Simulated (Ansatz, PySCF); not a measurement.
Si(Cl)(Br)(OH)(OMe) (CH4BrClO2Si), SMILES CO[Si](O)(Cl)Br. Atoms are numbered in the order given.

```xyz
10

C     -2.3511    -0.0796    -1.4065
O     -1.2702     0.7621    -1.0420
Si     0.1992     0.2738    -0.5313
O      0.9283    -0.5801    -1.7333
Cl     1.2624     1.9555    -0.0346
Br     0.0147    -1.0187     1.2833
H     -2.0862    -0.7196    -2.2648
H     -2.6563    -0.7232    -0.5637
H     -3.1998     0.5599    -1.6882
H      1.7498    -1.0442    -1.5315
```

Geometry optimised at B3LYP-D3(BJ)/def2-SVP. Other conformers were not sampled.

Two levels are set side by side: PBE-D3(BJ)/def2-SVP (Ansatz, a program for electronic structure) and B3LYP-D3(BJ)/def2-SVP (Ansatz). Each level has its own optimised geometry; the coordinates shown are those of the second. Frequencies come from the Hessian of PySCF at each geometry. Differences are taken from unrounded values.

| quantity | B3LYP-D3(BJ) | PBE-D3(BJ) | PBE-D3(BJ) minus B3LYP-D3(BJ) |
|---|---|---|---|
| mean bond length (Å) | 1.472 | 1.481 | 0.009 |
| bond C1–O2 (Å) | 1.418 | 1.423 | 0.005 |
| bond O2–Si3 (Å) | 1.630 | 1.646 | 0.016 |
| bond Si3–O4 (Å) | 1.645 | 1.659 | 0.014 |
| bond Si3–Cl5 (Å) | 2.051 | 2.056 | 0.005 |
| bond Si3–Br6 (Å) | 2.236 | 2.239 | 0.004 |
| bond C1–H7 (Å) | 1.103 | 1.111 | 0.009 |
| bond C1–H8 (Å) | 1.104 | 1.112 | 0.009 |
| bond C1–H9 (Å) | 1.099 | 1.108 | 0.008 |
| bond O4–H10 (Å) | 0.965 | 0.974 | 0.009 |
| highest harmonic wavenumber (cm⁻¹) | 3874 | 3764 | -111 |
| mean harmonic wavenumber (cm⁻¹) | 1098 | 1067 | -31 |
| zero-point energy (kcal/mol) | 37.66 | 36.61 | -1.05 |

Exact exchange shortens and stiffens bonds; PBE has none. Differences between two approximate levels are no errors against the true value.
